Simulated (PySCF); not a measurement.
PySCF job for Sn(H)2(Cl)(OMe) (CH5ClOSn), SMILES [O]([SnH2][Cl])C, C-PCM-PBE0/def2-SVP. Geometry optimised at PBE0-D3(BJ)/def2-SVP. The def2 effective core potentials stand for the cores of Sn; spin–orbit coupling is left out. The values are those of a single conformer.

```python
import numpy as np
from pyscf import gto, scf, dft
from pyscf.solvent import pcm

mol = gto.M(
    atom='''
    Sn    0.40274894   -0.16327494    0.43910760
    Cl    0.71805860    1.16895655   -1.47785030
    O    -1.33018984   -1.07773080    0.19302272
    C    -2.50411853   -0.35179815   -0.04345191
    H     1.56303600   -1.40478071    0.45557650
    H     0.31396736    0.91102486    1.76558229
    H    -2.76595828    0.33048083    0.79000967
    H    -3.33702825   -1.06531264   -0.15788839
    H    -2.45222979    0.25270887   -0.96867551
    ''',
    basis='def2-SVP',
    ecp={'Sn': 'def2-svp'},
    charge=0,
    spin=0,
    max_memory=1600,
    verbose=3,
)
mf = dft.RKS(mol, xc='pbe0').density_fit(auxbasis='def2-universal-jkfit')
mf.grids.level = 3
mf.conv_tol = 1e-9
mf.max_cycle = 100
mf.kernel()
res = {}
for name, eps in {'water': 78.355, 'N,N-dimethylformamide': 37.219, 'chloroform': 4.7113}.items():
    s = mf.PCM()
    s.with_solvent.method, s.with_solvent.eps, s.with_solvent.lebedev_order = 'C-PCM', eps, 29
    s.kernel(mf.make_rdm1())
    res[name] = (s.e_tot, eps, s.dip_moment(), s.mo_energy, s.converged)
    print(f'{name}: electrostatic solvation free energy {(s.e_tot - mf.e_tot) * 627.509474:.3f} kcal/mol')
```

Output:

```
converged SCF energy = -790.345331515761

WARN: PCM is an experimental feature. It is still in testing.
Features and APIs may be changed in the future.

converged SCF energy = -790.352333896265
Dipole moment(X, Y, Z, Debye):  0.36193,  0.01273,  2.70244
water: electrostatic solvation free energy -4.394 kcal/mol

WARN: PCM is an experimental feature. It is still in testing.
Features and APIs may be changed in the future.

converged SCF energy = -790.352217224182
Dipole moment(X, Y, Z, Debye):  0.35901,  0.01233,  2.68965
N,N-dimethylformamide: electrostatic solvation free energy -4.321 kcal/mol

WARN: PCM is an experimental feature. It is still in testing.
Features and APIs may be changed in the future.

converged SCF energy = -790.350736862364
Dipole moment(X, Y, Z, Debye):  0.32309,  0.00773,  2.53135
chloroform: electrostatic solvation free energy -3.392 kcal/mol
```

The calculation finished and met its thresholds.

Cost: about 50 core-seconds (a rough figure).
